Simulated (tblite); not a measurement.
C2H8O3Si3.
Numbering: `[CH:1]#[C:2][Si@@:3]([OH:4])([O:5][SiH3:6])[SiH2:7][OH:8]` (hydrogens: H9 on C1; H10 on O4; H11, H12, H13 on Si6; H14, H15 on Si7; H16 on O8)

Computed geometry: GFN2-xTB, gas phase.

Q: What internal coordinates does the optimisation give?

A: 
| bond | length (bohr) | order |
| --- | --- | --- |
| C1≡C2 | 2.272 | triple |
| C2–Si3 | 3.528 | single |
| Si3–O4 | 3.088 | single |
| Si3–O5 | 3.092 | single |
| O5–Si6 | 3.047 | single |
| Si3–Si7 | 4.316 | single |
| Si7–O8 | 3.077 | single |
| C1–H9 | 1.990 | single |
| O4–H10 | 1.805 | single |
| Si6–H11, Si6–H12, Si6–H13 | 2.764 | single |
| Si7–H14 | 2.765 | single |
| Si7–H15 | 2.787 | single |
| O8–H16 | 1.801 | single |

Bonds in one row agree within 0.02 bohr and their mean is given. Orders are formal, as drawn. A selection of angles:
| angle | degrees |
| --- | --- |
| C1–C2–Si3 | 177.1 |
| C2–Si3–O4 | 108.8 |
| C2–Si3–O5 | 104.2 |
| C2–Si3–Si7 | 118.2 |
| O4–Si3–O5 | 107.3 |
| O4–Si3–Si7 | 106.3 |
| O5–Si3–Si7 | 111.6 |
| Si3–O5–Si6 | 155.5 |
| Si3–Si7–O8 | 110.9 |
| H10–O4–Si3 | 121.6 |
| H16–O8–Si7 | 122.0 |

Torsions: C2–Si3–O5–Si6 89° (synclinal); C2–Si3–Si7–O8 65° (synclinal); H10–O4–Si3–C2 65° (synclinal); H16–O8–Si7–Si3 50° (synclinal).

Si7 (oxygen-bound silicon) is distorted tetrahedral (angles from 100.6° to 114.1°). The 4 O–Si bonds span 1.612 Å (O5–Si6, drawn single) to 1.636 Å (Si3–O5, drawn single), a spread of 0.024 Å. Si6 (oxygen-bound silicon) is distorted tetrahedral (angles from 104.3° to 112.4°). Si3 (oxygen-bound silicon) is distorted tetrahedral (angles from 104.2° to 118.2°).

Point group: C1 (no symmetry element, even within 0.4 Å). Its lowest GFN2-xTB frequency is 17i cm⁻¹, too small to tell a flat minimum from a shallow saddle. One conformer, not necessarily the lowest (C2–Si3–O4–H 65°, C2–Si3–O5–Si6 89°, C2–Si3–Si7–O8 65°, Si3–Si7–O8–H 50°). 3 starts were optimised and ended at 0.00, 0.32 and 1.04 kcal/mol (GFN2-xTB); the lowest of these is shown.

Hardware: an Intel Xeon at 2.50 GHz with one thread, shared host. Cost: 6.9 s of wall time. That covers the optimisation of the geometry.
